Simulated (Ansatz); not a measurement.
The first iterations of a band of C4H7I (12 atoms, charge 0, multiplicity 1).

Level of theory: Ansatz, RKS BLYP-D4/def2-SVP.

```json
{"movable images": "7", "climbing image": "yes", "spring": "5.0 eV/Å²", "optimiser": "quadratic models (default)", "start path": "IDPP", "force threshold": "0.5 eV/Å", "iteration limit": "60", "end points": "relaxed"}
```

Initial state:

```xyz
12
Properties=species:S:1:pos:R:3
C -1.629 -0.321 0.354
C -0.474 0.600 0.673
C 0.767 0.526 0.151
C 1.319 -0.453 -0.848
I 2.231 1.997 0.799
H -2.484 0.255 -0.064
H -1.369 -1.117 -0.368
H -2.005 -0.810 1.280
H -0.692 1.398 1.399
H 1.681 0.066 -1.759
H 0.548 -1.188 -1.153
H 2.184 -1.009 -0.431
```

Final state:

```xyz
12
Properties=species:S:1:pos:R:3
C -1.330 0.885 1.186
C -0.652 -0.047 0.223
C 0.607 -0.032 -0.255
C 1.203 -1.020 -1.221
I 2.013 1.512 0.355
H -1.651 0.340 2.101
H -0.669 1.718 1.494
H -2.251 1.314 0.737
H -1.274 -0.881 -0.158
H 1.563 -0.521 -2.145
H 0.444 -1.777 -1.505
H 2.075 -1.546 -0.778
```

| iteration | highest image above the first end (eV) | largest band force component (eV/Å) |
| --- | --- | --- |
| 1 | 3.162 | 1.765 |
| 2 | 2.631 | 0.829 |
| 3 | 2.469 | 0.503 |

**Question.** Does the band converge within its limit, and where does its top end?

**Answer.** It converged. It ended after 11 iterations with the highest image 2.561 eV above the first end. The threshold of 0.5 eV/Å is loose, so the images may lie well off the minimum-energy path. Neighbouring images differ by up to 1.9 eV, so the band resolves the path poorly. The order of the stationary point at the top wasn't checked.

The run took 2.3 min on 2 threads of Intel(R) Xeon(R) Platinum 8488C (Sapphire Rapids), on a shared host, peak memory 0.18 GiB.
